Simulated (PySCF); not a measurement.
CH8N2Si2

The system: CH8N2Si2, a carbene (divalent C1, bonded to 2 N); neutral, singlet. The structure, one conformer, was relaxed in the gas phase by PBE0-D3(BJ)/def2-SVP. No frequency run checks that it is a minimum.

SMILES: [SiH3]N[C]N[SiH3]

```
atom   x (Å)   y (Å)   z (Å)
  C1   0.277  -0.214   1.015
  N2   0.758   0.159  -0.179
 Si3   2.506   0.404  -0.226
  N4  -1.057  -0.409   1.060
 Si5  -2.305  -0.238  -0.200
  H6   0.170   0.289  -1.016
  H7   3.235  -0.852   0.102
  H8   2.921   1.495   0.698
  H9   2.819   0.804  -1.634
 H10  -1.387  -0.688   1.978
 H11  -2.051  -1.160  -1.348
 H12  -2.355   1.156  -0.733
 H13  -3.590  -0.584   0.466
```

Shieldings: GIAO PBE0/pcSseg-2. Shifts are against computed references at the same level: C TMS (σ 184.1 ppm), H TMS (σ 31.24 ppm), Si TMS (σ 341.3 ppm). Core levels by delta-SCF with SCAN, pcX-2 on the ionised atom and pcseg-1 elsewhere, spin-free X2C (2p3/2 is the spin-free 2p value less a third of a first-order spin-orbit splitting); from the vacuum level, for chosen atoms.

(1) Give the NMR and core-level values of the distinct atoms.

(2) By CAM-B3LYP/def2-SVPD (TDDFT singlets, Tamm-Dancoff triplets, ionisation by delta-SCF), where does absorption start, and what does vertical ionisation take?

Answers

(1) 
```
      atoms         bonded to  σ (ppm)  δ (ppm)  core level (eV)
         C1               2 N   -117.1    301.3        1s 291.30
         N2  1 C + 1 Si + 1 H    121.2        -        1s 405.14
        Si3         1 N + 3 H    399.6    -58.3     2p3/2 107.13
         N4  1 C + 1 Si + 1 H    125.5        -        1s 405.22
        Si5         1 N + 3 H    419.5    -78.3     2p3/2 107.33
         H6               1 N    25.18     6.07                -
   H7 H8 H9              1 Si    26.38     4.87                -
        H10               1 N    25.03     6.22                -
H11 H12 H13              1 Si    26.64     4.60                -
```

Values are those of this one static structure, with the three H of a rotating XH3 group averaged; atoms that internal rotation interchanges would show their mean in an NMR spectrum.

The core-hole state of C1 is spin-contaminated (⟨S²⟩ 0.80 against 0.75 for a pure doublet), so that value and differences from it are less sure.

(2) The lowest singlet lies at 4.48 eV (f 0.008), the strongest of the first 6 at 6.11 eV (f 0.048), the lowest triplet at 3.03 eV; vertical ionisation takes 8.08 eV.

The 3 runs behind this took 110 s in all, one thread each of Arm Neoverse V1 on a shared host, launched as `OMP_NUM_THREADS=1 python cluster_run.py task.json out`.
